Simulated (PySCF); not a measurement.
**Fractional electron number in La- (lanthanum, charge -1)**

The 5d alpha orbital of [Xe] 5d2 6s2 is emptied in steps (occupation f), with all orbitals relaxed, ending at [Xe] 5d1 6s2. Computed with PySCF 2.14 in def2-TZVPPD with the def2 core potential (46 electrons) (6s5p3d2f1g, 59 functions), with a scalar-relativistic core potential. The exact energy is a straight line in f; departures are measured from the line between the end points of the same method.

| f | TPSS (eV) |
| --- | --- |
| 1 | 0.000 |
| 0.9 | -0.201 |
| 0.7 | -0.473 |
| 0.5 | -0.569 |
| 0.3 | -0.482 |
| 0.1 | -0.208 |
| 0 | 0.000 |

Q: For TPSS, how does the orbital energy at f = 1 compare with the removal energy?

A: −ε = -1.530 eV against a total-energy difference of 0.696 eV. By Janak's theorem ε = ∂E/∂f, so the gap between them reflects the curvature. Along the path −ε is -1.099 (f = 0.9), -0.226 (f = 0.7), 0.669 (f = 0.5), 1.592 (f = 0.3), 2.541 (f = 0.1) eV.

At f = 1 the orbital energy is positive for TPSS: only the finite basis holds the electron.

Reference removal energy between the ground levels: 0.558 eV (measured; photodetachment measurements, as compiled on the Wikipedia data page of electron affinities). The calculation has no spin-orbit coupling.
